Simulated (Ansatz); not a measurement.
Ansatz (a first-principles code) input for BaF2, SMILES [F][Ba][F], PBE/def2-TZVPD. Coordinates come from a B3LYP-D3(BJ)/def2-TZVP optimisation. The isomer is the one that the SMILES or the coordinates give; other isomers of the formula were not compared. The def2 effective core potentials stand for the cores of Ba; spin–orbit coupling is left out.

Ansatz 0.2 input:
```yaml
crystal:
  periodic: [false, false, false]
  atoms:
    - {symbol: Ba, position_ang: [0.00000000, -0.00000000, 0.26847313]}
    - {symbol: F, position_ang: [0.00000000, -1.93453492, -0.83524974]}
    - {symbol: F, position_ang: [0.00000000, 1.93453493, -0.83524973]}
basis:
  gaussian:
    orbitals: def2-TZVPD
hamiltonian:
  xc: {name: PBE}
```

Program output:

```
WARN ansatz: RAYON_NUM_THREADS=1 ignored (pool sized by the plan → 1); use --threads N
Functional definition: PBE
integrals: 0.03 GiB planned
681 factors; their error is unknown
mean field: 0.27 GiB planned
mean field evaluation 1: about -6121.6042 eV, gradient 7.2e1 eV
mean field evaluation 2: about -5765.7614 eV, gradient 3.6e2 eV
mean field evaluation 4: about -6129.6547 eV, gradient 8.6e0 eV
mean field evaluation 8: about -6129.8232 eV, gradient 1.6e-2 eV
mean field evaluation 16: about -6129.8169 eV, gradient 1.9e-5 eV
mean field -6129.81692416 eV, -225.2666170237 hartree, gradient 1.9e-5 eV, S^2 0.000000; 0 other end points of the search recorded, 0 dependent functions left out
reference -6129.81697422 eV, -225.2666188635 hartree; 14, 14 occupied and 106, 106 virtual orbitals, 681 factors
Total energy: -6129.81697422 eV, -225.2666188635 hartree
```

Self-consistency was reached.

Cost: very roughly 0.7 core-seconds.
